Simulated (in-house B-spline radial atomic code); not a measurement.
## Binding energies in the holmium ion Ho⁵⁺

NIST's tabulated ground configuration is [Kr] 4d10 4f9 5s2 5p5; each binding energy is the energy of the ion with one electron taken from that subshell, relaxed, less that of the parent. Computed with a B-spline radial code for spherical atoms: Dirac-Hartree-Fock, average of configuration, Fermi nucleus of rms radius 5.2022 fm. Energies include first-order Breit, QED and recoil terms.

```
subshell  X-ray name  binding energy (eV)  -ε (eV)  relaxation (eV)
      1s           K              55694.6  56024.2             78.5
      2s          L1               9481.4   9555.7             44.7
      3s          M1               2217.4   2246.4             23.2
   3d3/2          M4               1472.8   1499.9             25.2
   3d5/2          M5               1434.5   1460.4             24.7
      4s          N1                519.2    528.8              8.3
   4d3/2          N4                253.9    261.0              6.9
   4d5/2          N5                246.6    253.3              6.6
      5s          O1                  123    124.1              0.9
      5p        O2,3                92.16    92.95             0.70
      4f        N6,7                80.85    85.74             5.04
```

Relaxation = -ε minus the binding energy without Breit, QED and recoil terms.

Task: What does it cost to remove two 5s electrons?

Result: 264.37 eV, which is 18.47 eV more than the two single binding energies together.

Task: What does it cost to remove both a 4d5/2 and a 4d3/2 electron?

Result: 528.39 eV, which is 27.92 eV more than the two single binding energies together.

Task: What does it cost to remove both a 3s and a 5p electron?

Result: 2328.5 eV, which is 18.85 eV more than the two single binding energies together.
